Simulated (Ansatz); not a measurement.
Isolated molecules relaxed with PBE0-D4/def2-TZVP in Ansatz; ΔE leaves out vibrations. CCSD(T)/CBS adds triple-zeta CCSD(T) − MP2 to the extrapolated MP2 energy (def2 sets, frozen cores). def2 core potentials past Kr. For Zr outer-core shells are correlated without core-valence functions, which leaves a few kJ/mol of doubt a bond. One conformer a species, not always the lowest.

`CC(C)OB(O)F` + `C[O][Zr]([NH2])([Cl])[O]C` → `C[O][Zr]([Cl])([NH]C(C)C)[O]C` + `OB(O)F`  (substitution at a C–O bond)

```json
{"species": "`CC(C)OB(O)F`", "CCSD(T)/CBS(def2) energy (Eh)": "-394.08915"}
{"species": "`C[O][Zr]([NH2])([Cl])[O]C`", "CCSD(T)/CBS(def2) energy (Eh)": "-792.96525"}
{"species": "`C[O][Zr]([Cl])([NH]C(C)C)[O]C`", "CCSD(T)/CBS(def2) energy (Eh)": "-910.74361"}
{"species": "`OB(O)F`", "CCSD(T)/CBS(def2) energy (Eh)": "-276.31625"}
```

(1) Work out ΔE.

Largest T1 diagnostic among the species: 0.016.

Answers

(1) ΔE = (-910.74361) + (-276.31625) − (-394.08915) − (-792.96525) = -0.00546 Eh = -3.4 kcal/mol.

In def2-TZVPP, CCSD(T) changes the Hartree–Fock value by −6.1 kcal/mol (the triples alone add −1.0 kcal/mol) and MP2 by −7.5 kcal/mol. The D4 term adds −2.7 kcal/mol with B3LYP and −1.6 kcal/mol with PBE0; it sums over pairs of atoms, weighted by their polarisabilities, and B3LYP, whose exchange is more repulsive, gets the larger term.

B3LYP here is the variant with VWN-RPA as its local correlation; programs differ in this.
